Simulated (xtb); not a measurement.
iodobenzene (C6H5I), singlet, at a GFN2-xTB geometry. Base run: GFN2-xTB (xtb 6.7.1).

Geometry (Å):
```xyz
12

I      1.5492     0.0342    -0.0095
C     -0.5703    -0.0126     0.0035
C     -1.2221    -1.2317    -0.0188
C     -2.6064    -1.2560    -0.0101
C     -3.3259    -0.0734     0.0205
C     -2.6590     1.1398     0.0425
C     -1.2749     1.1766     0.0342
H     -0.6612    -2.1534    -0.0426
H     -3.1204    -2.2054    -0.0275
H     -4.4051    -0.0973     0.0271
H     -3.2142     2.0655     0.0664
H     -0.7550     2.1222     0.0514
```
Charge 0, spin multiplicity 1.
All else is at xtb's defaults.
Base energy -19.18804 Eh.

Variants of this job, named by their change:

```
change          ΔE vs base (kJ/mol)  HOMO-LUMO gap (eV)  dipole (D)  G_solv (kcal/mol)  SCF cycles
--------------  -------------------  ------------------  ----------  -----------------  ----------
base                           0.00                4.14        3.68                  -          13
alpb = hexane                -25.36                4.21        3.88              -6.12          12
alpb = acetone                  [?]                 [?]         [?]                [?]          12
etemp = 5000                    [?]                 [?]         [?]                  -          13
acc = 1000                     0.23                4.13        3.50                  -           6
file = coord                   0.00                4.14        3.68                  -          13
acc = 0.0001                   0.00                4.14        3.68                  -          18
```

**Question.** Fill in the missing entries.

**Answer.** 
- alpb = acetone, ΔE vs base (kJ/mol): -36.5
- alpb = acetone, HOMO-LUMO gap (eV): 4.22
- alpb = acetone, dipole (D): 3.96
- alpb = acetone, G_solv (kcal/mol): -8.83
- etemp = 5000, ΔE vs base (kJ/mol): -2.71
- etemp = 5000, HOMO-LUMO gap (eV): 4.19
- etemp = 5000, dipole (D): 3.52

ALPB and GBSA are two models with their own fitted parameters for each solvent, which aren't always the measured dielectric constant.
